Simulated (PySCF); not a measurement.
Ta(O)(F)(OH)2 (FH2O3Ta), SMILES [O]=[Ta]([OH])([OH])[F], multiplicity 1.

Geometry optimised at B3LYP-D3(BJ)/def2-SVP. The multiplicity is an assumed one; no other spin state was optimised. The structure was generated by enumeration; whether it is a known compound was not checked. The def2 effective core potentials stand for the cores of Ta; spin–orbit coupling is left out. The values are those of a single conformer.

Method: HF/def2-TZVP (PySCF).

The molecule is in vacuum.

```yaml
total_energy: -381.98086 hartree
point_group: Cs
highest_occupied_level: -13.29 eV
lowest_empty_level: 1.81 eV
orbital_gap: 15.10 eV
dipole_moment: 2.69 D
quadrupole, principal values (traceless, Buckingham form, about the centre of nuclear charge): -12.71, -1.16, 13.87 D·Å
mean_static_polarisability: 38.2 bohr³ (5.66 Å³)
polarisability_principal_values: 34.5, 39.8, 40.2 bohr³
```
